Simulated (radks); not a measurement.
The numbers below are computed, except where a source is named.
Valence configurations of the argon ion Ar+ (all share [Ne]). Code: a radial shooting solver on a logarithmic mesh with Libxc functionals. Model: Dirac Kohn-Sham, PBE, spin-unpolarised, spherical densities, point nucleus; open shells fill j = l - 1/2 first. Energies are relative to 3s2 3p5; eigenvalues in eV.

| valence | E (eV) | e(3p1/2) | e(3p3/2) | e(3s1/2) |
|---|---|---|---|---|
| 3s2 3p5 | 0.000 | -22.242 | -22.043 | -36.686 |
| 3s1.5 3p5.5 | 7.331 | -22.525 | -22.324 | -37.006 |
| 3s1 3p6 | 14.681 | -22.801 | -22.599 | -37.318 |

NIST lists [Ne] 3s2 3p5 as the ground configuration; this level of theory agrees among the configurations tried. The energies are those of spherical spin-averaged densities, not of single terms.
